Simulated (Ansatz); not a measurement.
Relaxation of Cl2GaH3OS (8 atoms, charge 0, multiplicity 1), to a largest force component of 0.03 eV/Å in at most 50 steps.

Theory: RKS B3LYP-D4/def2-SVP (Ansatz 0.2.0).

```xyz
8
Properties=species:S:1:pos:R:3:forces:R:3
Ga 0.246 0.691 -0.348 -0.03 0.22 0.69
O -0.082 -0.228 2.461 0.13 0.81 -0.42
H -1.025 -0.434 2.542 -0.04 0.00 -0.01
Cl 1.988 -0.351 -1.041 -0.01 0.00 0.01
Cl -1.717 0.054 -0.948 0.00 0.00 0.00
S 0.407 2.635 0.785 -0.01 -0.33 -0.27
H 1.752 2.530 0.906 0.00 0.00 0.00
H -0.049 0.757 2.527 -0.04 -0.72 0.01
```

Task: Where does it end, and by what steps?

Result: The forces met the threshold. After 10 steps the energy has fallen by 0.511 eV; H3 moved furthest, 0.53 Å. Joined: Ga1–O2 (2.97 → 2.12 Å).

```
step  energy less start (eV)  largest force component (eV/Å)  accepted
   0                  0.0000                           0.812       yes
   1                 -0.1244                           1.178       yes
   2                 -0.3401                           1.264       yes
   3                 -0.4349                           0.973       yes
   4                 -0.4901                           0.567       yes
   5                 -0.4923                           0.186       yes
   6                 -0.5031                           0.310       yes
   7                 -0.5096                           0.109       yes
   8                 -0.5085                           0.078        no
   9                 -0.5109                           0.037       yes
  10                 -0.5115                           0.023       yes
```

```xyz
8
Properties=species:S:1:pos:R:3
Ga 0.214 0.662 0.076
O -0.069 -0.153 2.011
H -0.946 -0.574 2.033
Cl 1.910 -0.448 -0.677
Cl -1.774 0.064 -0.600
S 0.470 2.788 0.713
H 1.821 2.700 0.721
H -0.106 0.615 2.609
```

Whether the end is a true minimum wasn't checked by a vibrational analysis.

Time of the run: 26 s on 4 threads of Arm Neoverse V1, on a shared host, peak memory 0.32 GiB.
